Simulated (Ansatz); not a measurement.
H₅NOSiZn at its PBE0-D4/def2-TZVP geometry, where that method's forces vanish. The species carries charge 0 and has multiplicity 1. The bonds changed during the relaxation, so this is another structure than the one it started from.

```csv
atom,x (Å),y (Å),z (Å)
N1,-0.621,0.718,0.757
Si2,0.194,-0.448,-0.180
O3,-0.242,-1.982,0.246
Zn4,1.070,3.088,-1.272
H5,-1.613,0.862,0.661
H6,-0.308,0.934,1.689
H7,1.648,-0.242,0.046
H8,0.019,-2.697,-0.337
H9,-0.148,-0.232,-1.612
```

For each bond, give half the difference of the two atoms' forces along it (eV/Å; positive pushes the atoms apart) under PBE-D4, r2SCAN-D4, B3LYP-D4, ωB97M-V in def2-TZVPP. (Best estimate.)

Computed: 
```tsv
bond	length (Å)	PBE-D4	r2SCAN-D4	B3LYP-D4	ωB97M-V
N1–Si2	1.703	0.07	0.01	0.08	0.08
N1–H5	1.007	0.19	0.02	-0.01	-0.03
N1–H6	1.007	0.19	0.02	-0.02	-0.03
Si2–O3	1.650	0.27	0.04	0.15	0.13
Si2–H7	1.486	-0.01	-0.04	-0.12	-0.16
Si2–H9	1.488	-0.01	-0.04	-0.12	-0.15
O3–H8	0.958	0.34	0.03	-0.01	-0.07
```

B3LYP here is the variant with VWN-RPA as its local correlation; programs differ in this.
